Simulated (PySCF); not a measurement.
## GeH₂ + GeF₂ → 2 GeHF

Level: PBE0 in the def2-TZVP basis family, all electrons, no relativity, computed in PySCF with density fitting; open shells unrestricted.

```json
{"species": "GeH₂", "state and structure": "singlet, C2v, Ge–H 1.594 Å (×2); H–Ge–H 90.6°", "E (Eh)": "-2077.87561", "ZPE (kJ/mol)": "28.7", "H(298 K) − H(0) (kJ/mol)": "10.0", "S° (J/(mol K))": "220.6"}
{"species": "GeF₂", "state and structure": "singlet, C2v, Ge–F 1.745 Å (×2); F–Ge–F 97.1°", "E (Eh)": "-2276.40758", "ZPE (kJ/mol)": "9.7", "H(298 K) − H(0) (kJ/mol)": "11.8", "S° (J/(mol K))": "271.2"}
{"species": "GeHF", "state and structure": "singlet, Cs, Ge–F 1.757 Å, Ge–H 1.610 Å; F–Ge–H 94.2°", "E (Eh)": "-2177.13341", "ZPE (kJ/mol)": "19.8", "H(298 K) − H(0) (kJ/mol)": "10.5", "S° (J/(mol K))": "252.6"}
```

**Question.** What is the electronic reaction energy?

**Answer.** At PBE0/def2-TZVP, ΔE = 43.0 kJ/mol from the differences of the total energies times 2625.5, uphill. The bond energies do not simply add up: the mixed species is disfavoured.

**Question.** Add zero-point, thermal and entropy terms for 298.15 K and 1 bar.

**Answer.** ΔZPE = 1.2 and Δ[H(298) − H(0)] = -0.8 kJ/mol give ΔH° = 43.4 kJ/mol. ΔS° = 13.4 J/(mol K), so ΔG° = 43.4 − 298.15 × (0.0134) = 39 kJ/mol and log₁₀K = -6.9.

Each species is the lowest minimum found with this bonding; other isomers or fragments can lie lower.
